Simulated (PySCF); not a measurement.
All values below come from B3LYP-D3(BJ)/def2-TZVP (PySCF). All species are isolated molecules in the gas phase. One relaxed conformer stands for a flexible species; it need not be the lowest. B3LYP has the VWN-RPA correlation part, as in Gaussian. Delta-SCF ions had no search for a lower state. Excitations are Tamm–Dancoff values on a coarser integration grid. The basis has no diffuse functions, so Rydberg states are missing or too high.

Reference species (SMILES): `[Br][Ga]([Br])[Br]` (neutral, multiplicity 1).

```json
{
  "vertical ionisation energy (Delta-SCF)": "10.45 eV",
  "HOMO–LUMO gap": "5.74 eV",
  "S1–T1 gap (TDA)": "0.33 eV"
}
```

Changed species: `[SH][Ga]([SH])[SH]` (3 of 3 Br replaced by SH; the reference has 0 of 3 Br replaced by SH).

Give the shifts of the vertical ionisation energy (Delta-SCF), HOMO–LUMO gap and S1–T1 gap (TDA).

the vertical ionisation energy (Delta-SCF) falls by 1.02 eV, to 9.43 eV; the HOMO–LUMO gap rises by 0.29 eV, to 6.03 eV; the S1–T1 gap (TDA) falls by 0.05 eV, to 0.28 eV.
